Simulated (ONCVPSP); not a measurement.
## Before and after: ONCV potential for Re (Z = 75)

Re (Z = 75), optimised norm-conserving Vanderbilt (ONCV), made with ONCVPSP 4.0.1 (PBE, scalar-relativistic). Core [Xe] 4f14, reference 5d5.5 6s1.5. Waves: 6s: rc 2.80 bohr, ncon 4, nbas 9, qcut 2.4 1/bohr, 1 projector; p scattering state at 0.37 Ha: rc 2.60 bohr, ncon 4, nbas 8, qcut 3.8 1/bohr, 2 projectors, debl 1.9 Ha; 5d: rc 2.30 bohr, ncon 5, nbas 10, qcut 6.7 1/bohr, 2 projectors, debl 1.4 Ha. Local part: polynomial inside 1.95 bohr (lpopt 5, dvloc0 2 Ha). Core correction: Teter function, fcfact 5.5, rcfact 1.3.

In the p channel the program set the typed energies aside and used 0.050, 1.950 Ha.

All-electron outer shells of the reference configuration (PBE, scalar-relativistic, ld1.x):

| shell | level (eV) | outermost node (bohr) | outermost maximum (bohr) |
| --- | --- | --- | --- |
| 4f | -41.15 | – | 0.41 |
| 6s | -5.61 | 1.24 | 2.57 |
| 5d | -4.65 | 0.62 | 1.43 |

Change: fully relativistic.

Cutoffs: the cutoffs (Ha) at which the residual kinetic energy of the hardest occupied pseudo-wave falls to 1 and 0.1 mHa per electron; they do not see the model core or the augmentation charge, which bear on the density cutoff. Errors are all-electron minus pseudo energies relative to the spin-unpolarised reference configuration.

**Question.** How do hardness, ghosts and transferability respond?

**Answer.** The potential gets neither clearly harder nor softer (15 Ha and 25 Ha → 15 Ha and 25 Ha); both files keep a bound ghost (p); of the 4 tests that both files solve, the error grows in 0 and shrinks in 3 by more than 15 % and 0.3 meV (median size 10.1 → 9.9 meV).

| quantity | base | changed |
| --- | --- | --- |
| cutoff, loose | 15 Ha | 15 Ha |
| cutoff, tight | 25 Ha | 25 Ha |
| loose cutoff by channel | s 3.1 Ha, d 15 Ha | s 3.1 Ha, d 15 Ha |
| bound ghosts | p | p3/2 |
| GHOST(+) flags under 300 eV | s at 0.6 eV | s at 0.5 eV, p1/2 at 83.9 eV |
| error for 5d5 6s2, meV [ΔE -0.38 eV] | +1.2 | -0.8 |
| error for 5d5 6s1, meV [ΔE 8.87 → 8.88 eV] | +14 | +16 |
| error for 5d5 6s0, meV [ΔE 25.19 → 25.20 eV] | -44 | -36 |
| error for 5d6 6s1, meV [ΔE 0.56 eV] | -6.4 | -4.4 |
| s: phases at 2.84 bohr within 0.05 rad from the reference energy up to (Ha; the scan ends near 5) | -0.0 | -0.0 |
| rms error of d²Exc/dni dnj with the model core, mHa | 1.29 | 4.03 |

 A true bound ghost makes a file unfit for plane-wave use even where its test errors are small: the radial tests pick states by their node count and pass the ghost by.
